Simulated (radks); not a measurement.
Fractional charge and spin in the 6s shell of holmium: the spin-up occupation runs from 0 to 1 and the spin-down occupation from 0 to 1; the fullest corner is Ho, [Xe] 4f(up 5.5, down 5.5) 6s(up 1, down 1). Method: scalar-relativistic Kohn-Sham, r2SCAN, spin-polarised, spherical densities, finite nucleus; meta-GGA in the generalised Kohn-Sham scheme; Fermi nuclear charge, rms radius of each element as measured or else 0.836 A^(1/3) + 0.57 fm; computed with a radial shooting solver on a logarithmic mesh with Libxc functionals. Energy (eV) above the fullest corner. The planes named below are the two flat planes that join the four corners, with an edge along up + down = one added electron.

down \ up       0    0.25     0.5   0.75      1
0          17.609  14.290  11.207  8.400  5.894
0.25       14.290  11.347   8.642  6.206  4.061
0.5        11.207   8.642   6.311  4.243  2.456
0.75        8.400   6.206   4.243  2.535  1.098
1           5.894   4.061   2.456  1.098  0.000

Corners above the fullest one (they belong to Ho+ and the next ion): (up 1, down 0) 5.894 eV, (up 0, down 1) 5.894 eV, (up 0, down 0) 17.609 eV. With half an added electron in each spin the energy lies 0.417 eV from the planes, and with half an added electron in spin up alone -0.544 eV. The planes are only a guide here: the flat-plane condition holds for ground states with one frontier orbital, while this shell lies below other occupied shells, so the corners above the fullest one are inner-hole states and not the ground states of those ions.
